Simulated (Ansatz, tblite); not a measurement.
Cost and result up the ladder for MoBr₄ (5 atoms). Charge 0, multiplicity 3. Geometry: PBE-D4/def2-SVP.

```xyz
5

Mo    0.0000    0.0000    0.0000
Br    2.0845   -1.0425    0.5486
Br    0.1272    2.3417    0.4833
Br   -1.7527   -0.9887    1.2975
Br   -0.4590   -0.3105   -2.3294
```

Ansatz on 4 threads of Arm Neoverse V1 on a shared host; xTB runs through tblite on one thread. Times are rough, summed over both states, and most runs start from the orbitals of an earlier one. PBE0-D4/def2-TZVP serves as the yardstick here, not as an exact answer. The other state is a doublet.

In the def2 sets Mo takes a core potential; there is no spin–orbit coupling. The xTB rows come from tblite. HOMO above LUMO, or a gap near zero within one spin, warns that the state may not be the lowest or that an electron is smeared out.

Raw xTB energies of ions are shifted by several eV, and xTB has no spin-polarisation term.

```tsv
level	functions	wall time	vertical IE (eV)	difference from PBE0-D4/def2-TZVP (eV)	remarks
GFN2-xTB	45	0.013 s	12.79	4.08	–
GFN1-xTB	45	0.014 s	12.27	3.55	–
PBE-D4/def2-TZVP	232	29 s	8.03	-0.68	gap within one spin near zero (+1 doublet)
PBE0-D4/def2-TZVP	232	56 s	8.72	0.00	–
r2SCAN-D4/def2-TZVP	232	65 s	8.43	-0.28	–
```
